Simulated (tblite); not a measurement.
C₂H₇NSi₂.
SMILES with atom numbers: `[CH:1]#[C:2][SiH2:3][NH:4][SiH3:5]` (hydrogens: H6 on C1; H7, H8 on Si3; H9 on N4; H10, H11, H12 on Si5)

Computed with GFN2-xTB (tblite), gas phase: Langevin dynamics at 300 K from the optimised GFN2-xTB geometry, time step 0.5 fs, friction 0.01 fs⁻¹, 2000 steps.

Start geometry:
```
atom  x, y, z in Å
C1      3.010   -0.825    1.223
C2      2.101   -0.639    0.459
Si3     0.699   -0.361   -0.719
N4     -0.591    0.263    0.259
Si5    -2.177    0.744   -0.236
H6      3.805   -0.985    1.894
H7      1.062    0.641   -1.725
H8      0.337   -1.642   -1.343
H9     -0.459    0.163    1.252
H10    -2.784    1.384    0.931
H11    -2.026    1.668   -1.360
H12    -2.975   -0.412   -0.661
```

The statistics below take the 31 frames saved every 25 fs from 250 to 1000 fs; their kinetic temperature (all 3N coordinates) averages 301 K.

Question: Give the mean, spread and extremes of the bond lengths.

Answer: 
```tsv
bond	start (Å)	mean (Å)	standard deviation (Å)	shortest (Å)	longest (Å)
C1≡C2	1.202	1.206	0.010	1.190	1.224
C2–Si3	1.852	1.863	0.030	1.780	1.937
Si3–N4	1.735	1.744	0.030	1.694	1.805
N4–Si5	1.730	1.737	0.033	1.678	1.796
C1–H6	1.053	1.055	0.017	1.026	1.096
Si3–H7	1.466	1.468	0.030	1.412	1.536
Si3–H8	1.470	1.481	0.058	1.382	1.572
N4–H9	1.007	1.013	0.010	0.992	1.030
Si5–H10	1.462	1.471	0.031	1.412	1.572
Si5–H11	1.463	1.472	0.039	1.398	1.560
Si5–H12	1.468	1.474	0.030	1.428	1.551
```

Question: Give the same statistics for bond angles, one of each kind.

Answer: 
| angle | start (°) | mean (°) | standard deviation (°) | smallest (°) | largest (°) |
| --- | --- | --- | --- | --- | --- |
| C2–C1–H6 | 179.8 | 169.7 | 4.9 | 156.1 | 177.2 |
| C1–C2–Si3 | 179.7 | 167.8 | 6.2 | 152.8 | 179.6 |
| C2–Si3–N4 | 105.0 | 106.1 | 5.6 | 97.9 | 117.8 |
| C2–Si3–H7 | 110.6 | 110.0 | 6.3 | 97.7 | 120.6 |
| C2–Si3–H8 | 109.0 | 109.2 | 5.8 | 98.4 | 121.1 |
| N4–Si3–H7 | 108.9 | 108.2 | 6.8 | 96.0 | 125.8 |
| N4–Si3–H8 | 111.7 | 110.1 | 6.3 | 98.2 | 124.5 |
| H7–Si3–H8 | 111.4 | 112.4 | 6.8 | 99.3 | 124.4 |
| Si3–N4–Si5 | 128.4 | 131.2 | 4.4 | 120.7 | 138.3 |
| Si3–N4–H9 | 115.0 | 113.4 | 4.7 | 105.4 | 123.9 |
| Si5–N4–H9 | 115.4 | 112.8 | 4.4 | 103.1 | 121.4 |
| N4–Si5–H10 | 105.9 | 107.5 | 5.7 | 95.6 | 119.4 |
| N4–Si5–H11 | 107.5 | 107.4 | 5.3 | 98.5 | 123.6 |
| N4–Si5–H12 | 111.3 | 109.2 | 5.3 | 96.6 | 117.4 |

Question: How widely does the potential energy scatter, against a harmonic estimate?

Answer: Mean 0.35 eV above the start, standard deviation 0.080 eV, range 0.18 to 0.57 eV. For 30 classical harmonic modes at 300 K the canonical values are 30kT/2 = 0.39 eV and kT·√(30/2) = 0.100 eV.

The run is classical and short, so these are rough statistics of one trajectory.

What follows is the cost of the whole dynamics run. The run took 10 s of wall time on an Arm Neoverse V1 with one thread, no GPU, shared host with 32 logical CPUs at a one-minute load of 16, and the process peaked at 0.18 GiB of memory.
